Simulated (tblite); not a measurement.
C₃H₁₁AlN (SMILES C[N](C)(C)->[AlH2]), doublet, geometry from GFN2-xTB (such geometries of metal compounds can be far from the true shape) (the spin is typed, not shown lowest); tblite 0.6.0 with GFN1-xTB.

The tblite input:
```
$ tblite run mol.xyz --method gfn1 --charge 0 --spin 1 --spin-polarized --json tblite.json --no-restart

# file mol.xyz
16

Al     0.10482869     0.61079652     1.65588882
H     -0.66307728     1.93544918     1.17688743
H      1.67900351     0.82927437     1.43664548
C     -1.44563323    -0.39736087    -0.63863545
N     -0.04195591    -0.16981388    -0.34485823
C      0.70560264    -1.41339880    -0.40004384
C      0.51592803     0.79176317    -1.28010144
H     -1.59571942    -0.77314725    -1.65675047
H     -1.98508783     0.54126842    -0.51592198
H     -1.85067814    -1.11798002     0.07277089
H      1.73517028    -1.21582545    -0.10331153
H      0.69396685    -1.85457590    -1.40280345
H      0.27755570    -2.12315399     0.30881137
H      0.46116805     0.43309790    -2.31373322
H     -0.03080461     1.72822078    -1.18911522
H      1.55403664     0.97969346    -1.01334191
```

What the program printed (banner, timings and long lists left out):

```
xTB calculator
 | screened Coulomb repulsion
 | Coulomb electrostatics
 |  * isotropic Klopman-Ohno-Mataga-Nishimoto electrostatics
 |  * onsite third-order electrostatics
 | DFT-D3(BJ) dispersion correction
 | Interactions (1)
 | [1] spin polarization

halogen bonding energy    0.0000000000000E+00 Eh
repulsion energy          1.8512723694362E-01 Eh
dispersion energy        -6.1284570872563E-03 Eh
interaction energy        0.0000000000000E+00 Eh
number of electrons       3.1000000000000E+01 e
integral cutoff           4.0000000000000E+01 bohr

------------------------------------------------------------
  cycle        total energy    energy error   density error
------------------------------------------------------------
      1     -16.65568858956  -1.6834687E+01   3.3723114E-01
      2     -16.68990829328  -3.4219704E-02   1.9918113E-01
      3     -16.69120679457  -1.2985013E-03   3.1279567E-02
      4     -16.69162108732  -4.1429275E-04   4.5842023E-03
      5     -16.69164988149  -2.8794166E-05   9.2113967E-04
      6     -16.69165063653  -7.5503876E-07   2.8740979E-04
      7     -16.69165070715  -7.0622821E-08   1.2010929E-04
      8     -16.69165071884  -1.1691643E-08   3.3244273E-05
      9     -16.69165072044  -1.6033930E-09   9.2718103E-06
------------------------------------------------------------

electronic energy        -1.6870649500299E+01 Eh
total energy             -1.6691650720443E+01 Eh

Post processing:
 | Mayer-Wiberg bond orders

[Info] JSON dump of results written to 'tblite.json'
```
